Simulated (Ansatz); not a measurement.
The first iterations of a band of BFH2O + ClH (7 atoms, charge 0, multiplicity 1).

Level of theory: RKS PBE0-D4/def2-SVP (Ansatz).

```json
{
  "movable images": "9",
  "climbing image": "yes",
  "spring": "5.0 eV/Å²",
  "optimiser": "quadratic models (default)",
  "start path": "through a guess of the saddle point",
  "force threshold": "0.05 eV/Å",
  "iteration limit": "60",
  "end points": "relaxed"
}
```

Initial state:

```xyz
7
Properties=species:S:1:pos:R:3
B 0.040 -0.369 -0.120
F -0.065 -0.372 1.220
H 1.115 -0.197 -0.626
O -1.044 -0.583 -0.874
H -1.852 -0.703 -0.361
Cl -0.394 2.805 1.215
H -0.132 1.663 1.751
```

Final state:

```xyz
7
Properties=species:S:1:pos:R:3
B -0.221 0.470 -0.360
F 0.062 -0.068 2.267
H 0.838 -0.046 -0.596
O -1.413 -0.096 -0.563
H -1.347 -1.012 -0.854
Cl -0.229 2.156 0.218
H -0.022 0.840 2.094
```

| iteration | highest image above the first end (eV) | largest band force component (eV/Å) |
| --- | --- | --- |
| 1 | 2.834 | 5.715 |
| 2 | 1.616 | 2.275 |
| 3 | 1.376 | 2.049 |
| 4 | 1.329 | 0.786 |
| 5 | 1.311 | 0.452 |
| 6 | 1.368 | 0.875 |
| 7 | 1.346 | 0.286 |
| 8 | 1.299 | 0.254 |
| 9 | 1.236 | 0.404 |
| 10 | 1.206 | 0.445 |
| 11 | 1.191 | 0.429 |
| 12 | 1.183 | 0.521 |
| 13 | 1.174 | 0.613 |

Problem. Does the band converge within its limit, and where does its top end?

Solution. The forces met the threshold. It ended after 40 iterations with the highest image 1.169 eV above the first end. The profile has 2 maxima (images 5, 8) with wells between them (image 7): this band takes more than one step, which may be the mechanism or a detour left from its start path. A vibrational analysis at the climbing image gives one clearly imaginary mode, 735i cm⁻¹: a first-order saddle point. The orbitals stay closed-shell, which can raise the energy where a bond breaks towards radicals; this wasn't checked here.

Run time: 7.9 min on 2 threads of Intel(R) Xeon(R) Platinum 8259CL CPU @ 2.50GHz (Skylake/Cascade Lake) (shared host), peak memory 0.2 GiB.
